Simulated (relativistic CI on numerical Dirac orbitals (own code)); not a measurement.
## Forbidden transitions in Ag10+

Computed by Dirac-Coulomb-Breit CI, KLI orbitals optimised for each configuration, model QED (radiative potential, 1s self-energy scaled to tabulated hydrogen-like ionisation energies), unscaled Slater integrals (own radial code, finite nucleus).

Configuration list (outside the closed core [Ar] 3d10): 4s2.4p6.4d, 4s2.4p5.4d2, 4s2.4p6.4f, 4s2.4p6.5s, 4s.4p6.4d2, 4s2.4p6.5p, 4s2.4p5.4d.4f, 4s2.4p6.5d, 4s.4p6.4d.4f, 4s2.4p6.6s, 4s2.4p5.4d.5s, 4s2.4p6.5f, 4s2.4p6.6p, 4s2.4p6.5g, 4s2.4p6.6d, 4s2.4p5.4d.5p, 4s2.4p6.7s, 4s2.4p6.6f, 4s2.4p6.7p, 4s2.4p5.4d.5d, 4s2.4p6.8s, 4p6.4d3, 4p5.4d4, 4p5.4d3.4f, 4p6.4d.4f2, 4p5.4d2.4f2, 4p6.4f3, 4p6.4f2.5s, 4p6.4f2.5p, 4p5.4d.4f3, 4s.4p6.5s2, 4s.4p5.4f.5s2. Double excitations out of closed p, d and f shells are left out; levels of such configurations are missing from the list, as are those of other unlisted configurations, and high levels can miss mixing partners. These lack a partner that the ground configuration has and come out too high: 4s2.4p5.4d.5s, 4s2.4p5.4d.5p, 4s2.4p5.4d.5d, 4s2.4p6.5d, 4s2.4p6.6s.

```csv
λ vac (nm),Lower,Upper,Type,A (s⁻¹),E lower (cm⁻¹),E upper (cm⁻¹)
19.870,4s2.4p5.4d2 4G°_11/2 [9],4s2.4p5.4d.4f 4I_15/2 [96],E3,9.87e+00,457828,961091
19.870,4s2.4p5.4d2 4G°_11/2 [9],4s2.4p5.4d.4f 4I_15/2 [96],M2,7.98e+01,457828,961091
20.083,4s2.4p6.4d 2D_5/2 [2],4s2.4p5.4d2 2H°_9/2 [27],M2,2.00e+01,7881,505808
21.088,4s2.4p5.4d2 2H°_11/2 [21],4s2.4p5.4d.4f 4I_15/2 [96],M2,2.27e+02,486896,961091
21.167,4s2.4p6.4d 2D_5/2 [2],4s2.4p5.4d2 4F°_9/2 [20],M2,1.18e+02,7881,480322
22.115,4s2.4p5.4d2 4D°_5/2 [6],4s2.4p5.4d.5s 4F°_9/2 [71],E2,9.84e+04,442107,894292
22.427,4s2.4p5.4d2 4D°_7/2 [7],4s2.4p5.4d.5s 4F°_9/2 [71],E2,2.57e+05,448407,894292
22.901,4s2.4p5.4d2 4G°_9/2 [8],4s2.4p5.4d.5s 4F°_9/2 [71],E2,2.63e+05,457632,894292
22.911,4s2.4p5.4d2 4G°_11/2 [9],4s2.4p5.4d.5s 4F°_9/2 [71],E2,7.04e+05,457828,894292
23.170,4s2.4p5.4d2 4P°_5/2 [12],4s2.4p5.4d.5s 4F°_9/2 [71],E2,1.02e+05,462700,894292
23.568,4s2.4p6.4d 2D_3/2 [1],4s2.4p6.5s 2S_1/2 [3],E2,7.25e+05,0,424301
24.014,4s2.4p6.4d 2D_5/2 [2],4s2.4p6.5s 2S_1/2 [3],E2,1.03e+06,7881,424301
24.156,4s2.4p5.4d2 4F°_9/2 [20],4s2.4p5.4d.5s 4F°_9/2 [71],E2,5.75e+04,480322,894292
101.44,4s2.4p5.4d2 4G°_11/2 [9],4s2.4p5.4d2 2G°_9/2 [43],M1,2.91e+02,457828,556409
119.04,4s2.4p5.4d2 2F°_7/2 [15],4s2.4p5.4d2 2G°_9/2 [43],M1,1.24e+02,472404,556409
121.19,4s2.4p5.4d2 4D°_7/2 [7],4s2.4p5.4d2 2G°_9/2 [34],M1,9.37e+01,448407,530924
131.43,4s2.4p5.4d2 4F°_9/2 [20],4s2.4p5.4d2 2G°_9/2 [43],M1,2.37e+02,480322,556409
136.81,4s2.4p5.4d2 4G°_11/2 [9],4s2.4p5.4d2 2G°_9/2 [34],M1,1.66e+03,457828,530924
143.86,4s2.4p5.4d2 2H°_11/2 [21],4s2.4p5.4d2 2G°_9/2 [43],M1,1.41e+03,486896,556409
197.62,4s2.4p5.4d2 4F°_9/2 [20],4s2.4p5.4d2 2G°_9/2 [34],M1,4.18e+02,480322,530924
197.62,4s2.4p5.4d2 2H°_9/2 [27],4s2.4p5.4d2 2G°_9/2 [43],M1,5.30e+02,505808,556409
215.76,4s2.4p5.4d2 4G°_7/2 [11],4s2.4p5.4d2 2H°_9/2 [27],M1,1.51e+01,459459,505808
227.13,4s2.4p5.4d2 2H°_11/2 [21],4s2.4p5.4d2 2G°_9/2 [34],M1,1.18e+02,486896,530924
240.26,4s2.4p5.4d2 2F°_7/2 [29],4s2.4p5.4d2 2G°_9/2 [43],M1,8.72e+01,514788,556409
240.27,4s2.4p5.4d2 2F°_7/2 [23],4s2.4p5.4d2 2G°_9/2 [34],M1,1.09e+02,489305,530924
313.33,4s2.4p5.4d2 4D°_7/2 [7],4s2.4p5.4d2 4F°_9/2 [20],M1,6.00e+01,448407,480322
344.01,4s2.4p5.4d2 4G°_11/2 [9],4s2.4p5.4d2 2H°_11/2 [21],M1,9.48e+00,457828,486896
440.71,4s2.4p5.4d2 4G°_9/2 [8],4s2.4p5.4d2 4F°_9/2 [20],M1,2.62e+01,457632,480322
444.55,4s2.4p5.4d2 4G°_11/2 [9],4s2.4p5.4d2 4F°_9/2 [20],M1,2.35e+01,457828,480322
528.79,4s2.4p5.4d2 2H°_11/2 [21],4s2.4p5.4d2 2H°_9/2 [27],M1,6.14e+01,486896,505808
```

Terms are leading LS components. Brackets give the number of a level in order of energy, since labels repeat. The list gives strong lines, with weight on those to low levels, among the lowest 400 of 6913 levels, so that lines to higher ones, which can be the strongest, are missing. Levels whose partners in the same complex of configurations lie outside the list can be far off, and so can their lines. Rates are taken at the computed energies, electric ones in the length gauge.

At this charge energies of transitions that change n are usually good to better than 1 %, and those within a shell (Δn = 0) to a few per cent.

LS names give the leading component of a level, which can be under half, so a name can repeat, a term be missing and a line seem to break the LS rules.
